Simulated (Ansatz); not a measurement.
## Molecular dynamics of H₉OPSi₂

input.yaml

```yaml
crystal:
  periodic: [false, false, false]
  atoms:
    - { symbol: Si, position_ang: [0.274583, -0.261595, 0.043158] }
    - { symbol: Si, position_ang: [-0.087105, 0.168669, 2.640047] }
    - { symbol: H, position_ang: [-1.586612, 0.166768, 2.719324] }
    - { symbol: H, position_ang: [0.456864, -0.728871, 3.723452] }
    - { symbol: H, position_ang: [0.498398, 1.540309, 2.776017] }
    - { symbol: H, position_ang: [1.576156, 0.306799, -0.408946] }
    - { symbol: O, position_ang: [-0.680809, 1.166905, 0.064913] }
    - { symbol: H, position_ang: [-1.640035, 0.992128, 0.015133] }
    - { symbol: H, position_ang: [-0.618977, -1.232008, -0.671313] }
    - { symbol: P, position_ang: [1.810406, -2.40602, 0.620614] }
    - { symbol: H, position_ang: [0.687785, -3.306135, 0.74178] }
    - { symbol: H, position_ang: [1.822279, -2.528893, -0.817021] }
    - { symbol: H, position_ang: [0.693267, -0.982859, 1.446244] }
basis:
  gaussian: { orbitals: def2-SVP }
hamiltonian:
  xc: pbe
  dispersion: d4
md:
  timestep: 0.5
  n_steps: 200
  ensemble: nve
  temperature: 300.0
  initial_velocities: maxwell_boltzmann
  seed: 2321
```

Launched with:

```bash
$ ansatz run input.yaml --threads 4 --pin off --max-ram 5120MiB --backend cpu --events-out ev --progress --plain --runs-dir out
```

It starts at the highest image of a converged band. Of that band: The profile has 2 maxima (images 3, 7) with wells between them (image 5): this band takes more than one step, which may be the mechanism or a detour left from its start path. Neighbouring images differ by up to 1.9 eV, so the band resolves the path poorly. A vibrational analysis at the climbing image gives one clearly imaginary mode, 847i cm⁻¹: a first-order saddle point.

Output, in part (step lines, the closing report, with atoms numbered from 0):

```
md step     0: t =     0.00 fs  T =   300.0 K  F+E_penalty+E_count = -27211.27202991 eV  E_kin = 0.426558 eV  conserved = -27210.84547192 eV  (27 SCF iters)
[... lines left out ...]
Total energy: -27212.15901197 eV, -1000.0283986260 hartree
Atom 0 at     0.788743    -0.383004    -1.035419 Å, force    -1.003071     0.127985     2.094839 eV/Å
Atom 1 at    -0.376189     0.576801     3.641326 Å, force     0.216636     0.485465     0.089564 eV/Å
Atom 2 at    -1.232125     1.493414     2.773406 Å, force     0.288828    -0.187281     0.181236 eV/Å
Atom 3 at    -0.264079     1.226181     5.037155 Å, force    -0.369647    -0.434113    -0.369238 eV/Å
Atom 4 at     1.071741     0.526642     3.219878 Å, force    -0.203856    -0.053215    -0.203220 eV/Å
Atom 5 at     1.476993     0.940852    -1.317180 Å, force     0.031258    -0.426617    -0.013535 eV/Å
Atom 6 at    -0.210975    -0.248621     0.502011 Å, force     0.932714     1.104232    -1.506114 eV/Å
Atom 7 at    -1.119782    -0.429729     0.261691 Å, force    -1.142073    -0.050093    -0.114279 eV/Å
Atom 8 at    -0.227272    -0.758278    -2.073066 Å, force     0.156909     0.075217    -0.294373 eV/Å
Atom 9 at     1.382929    -2.005267     0.408154 Å, force     1.088985    -1.003320     0.251699 eV/Å
Atom 10 at     0.317152    -2.720034    -0.215502 Å, force    -0.401339    -0.132866     0.163371 eV/Å
Atom 11 at     2.269616    -3.083871    -0.025433 Å, force     0.296939     0.304542    -0.496464 eV/Å
Atom 12 at    -0.995944    -0.803693     3.608217 Å, force     0.107718     0.190065     0.216514 eV/Å
Dipole moment:    -0.161757    -0.058477    -0.587615 e Å
```

The steps, from the saved trajectory:

```json
{"time (fs)": "0", "T (K)": "300", "potential energy less start (eV)": "0.000", "conserved less start (meV/atom)": "0.00"}
{"time (fs)": "3", "T (K)": "198", "potential energy less start (eV)": "0.146", "conserved less start (meV/atom)": "0.10"}
{"time (fs)": "6", "T (K)": "170", "potential energy less start (eV)": "0.186", "conserved less start (meV/atom)": "0.08"}
{"time (fs)": "9", "T (K)": "172", "potential energy less start (eV)": "0.182", "conserved less start (meV/atom)": "0.04"}
{"time (fs)": "12", "T (K)": "120", "potential energy less start (eV)": "0.257", "conserved less start (meV/atom)": "0.11"}
{"time (fs)": "15", "T (K)": "188", "potential energy less start (eV)": "0.160", "conserved less start (meV/atom)": "0.07"}
{"time (fs)": "18", "T (K)": "243", "potential energy less start (eV)": "0.082", "conserved less start (meV/atom)": "0.06"}
{"time (fs)": "21", "T (K)": "307", "potential energy less start (eV)": "-0.009", "conserved less start (meV/atom)": "0.06"}
{"time (fs)": "24", "T (K)": "316", "potential energy less start (eV)": "-0.022", "conserved less start (meV/atom)": "0.06"}
{"time (fs)": "27", "T (K)": "319", "potential energy less start (eV)": "-0.025", "conserved less start (meV/atom)": "0.09"}
{"time (fs)": "30", "T (K)": "461", "potential energy less start (eV)": "-0.228", "conserved less start (meV/atom)": "0.04"}
{"time (fs)": "33", "T (K)": "526", "potential energy less start (eV)": "-0.320", "conserved less start (meV/atom)": "0.09"}
{"time (fs)": "36", "T (K)": "622", "potential energy less start (eV)": "-0.457", "conserved less start (meV/atom)": "0.05"}
{"time (fs)": "39", "T (K)": "708", "potential energy less start (eV)": "-0.580", "conserved less start (meV/atom)": "0.07"}
{"time (fs)": "42", "T (K)": "788", "potential energy less start (eV)": "-0.692", "conserved less start (meV/atom)": "0.11"}
{"time (fs)": "45", "T (K)": "973", "potential energy less start (eV)": "-0.957", "conserved less start (meV/atom)": "0.04"}
{"time (fs)": "48", "T (K)": "1091", "potential energy less start (eV)": "-1.123", "conserved less start (meV/atom)": "0.07"}
{"time (fs)": "51", "T (K)": "1204", "potential energy less start (eV)": "-1.284", "conserved less start (meV/atom)": "0.08"}
{"time (fs)": "54", "T (K)": "1325", "potential energy less start (eV)": "-1.458", "conserved less start (meV/atom)": "0.04"}
{"time (fs)": "57", "T (K)": "1383", "potential energy less start (eV)": "-1.539", "conserved less start (meV/atom)": "0.08"}
{"time (fs)": "60", "T (K)": "1477", "potential energy less start (eV)": "-1.672", "conserved less start (meV/atom)": "0.07"}
{"time (fs)": "63", "T (K)": "1570", "potential energy less start (eV)": "-1.805", "conserved less start (meV/atom)": "0.05"}
{"time (fs)": "66", "T (K)": "1636", "potential energy less start (eV)": "-1.898", "conserved less start (meV/atom)": "0.07"}
{"time (fs)": "69", "T (K)": "1692", "potential energy less start (eV)": "-1.978", "conserved less start (meV/atom)": "0.06"}
{"time (fs)": "72", "T (K)": "1679", "potential energy less start (eV)": "-1.960", "conserved less start (meV/atom)": "0.05"}
{"time (fs)": "75", "T (K)": "1640", "potential energy less start (eV)": "-1.904", "conserved less start (meV/atom)": "0.06"}
{"time (fs)": "78", "T (K)": "1600", "potential energy less start (eV)": "-1.848", "conserved less start (meV/atom)": "0.07"}
{"time (fs)": "81", "T (K)": "1551", "potential energy less start (eV)": "-1.778", "conserved less start (meV/atom)": "0.07"}
{"time (fs)": "84", "T (K)": "1538", "potential energy less start (eV)": "-1.759", "conserved less start (meV/atom)": "0.04"}
{"time (fs)": "87", "T (K)": "1457", "potential energy less start (eV)": "-1.644", "conserved less start (meV/atom)": "0.07"}
{"time (fs)": "90", "T (K)": "1338", "potential energy less start (eV)": "-1.476", "conserved less start (meV/atom)": "0.07"}
{"time (fs)": "93", "T (K)": "1223", "potential energy less start (eV)": "-1.312", "conserved less start (meV/atom)": "0.04"}
{"time (fs)": "96", "T (K)": "1057", "potential energy less start (eV)": "-1.074", "conserved less start (meV/atom)": "0.10"}
{"time (fs)": "99", "T (K)": "959", "potential energy less start (eV)": "-0.936", "conserved less start (meV/atom)": "0.06"}
```

The run went to its last step. The conserved energy stayed within 0.12 meV per atom of its start (net change 0.076 meV per atom), so the integration is sound. The kinetic energy rose, since the run started high on the potential surface and went downhill. It ends in pieces (H4Si + H5OPSi), so much of that is their flight and rotation, not heat. A run of 0.1 ps of so small a system gives no equilibrium averages. The orbitals stay closed-shell, which can raise the energy where a bond breaks towards radicals; this wasn't checked here.

Between its relaxed ends the band would form Si1–P10, Si2–H13 and break Si1–Si2, P10–H13. These pairs go: Si1–P10 2.70 → 2.25 Å, Si2–H13 1.83 → 1.51 Å, Si1–Si2 2.66 → 4.91 Å, P10–H13 1.99 → 4.16 Å. In the last frame they stand as after the step (other bonds may differ from the relaxed reactants and products). Also parted: Si1–H13 1.63 → 4.99 Å. It ends as H4Si + H5OPSi. Pairs count as bonded within 1.25 times the sum of covalent radii (0.12 Å more for H–H).

Last frame:

```xyz
13
Properties=species:S:1:pos:R:3
Si 0.789 -0.383 -1.035
Si -0.376 0.577 3.641
H -1.232 1.493 2.773
H -0.264 1.226 5.037
H 1.072 0.527 3.220
H 1.477 0.941 -1.317
O -0.211 -0.249 0.502
H -1.120 -0.430 0.262
H -0.227 -0.758 -2.073
P 1.383 -2.005 0.408
H 0.317 -2.720 -0.215
H 2.270 -3.084 -0.025
H -0.996 -0.804 3.608
```

Run time: 3.5 min on 4 threads of Arm Neoverse V2, on a shared host, peak memory 0.15 GiB.
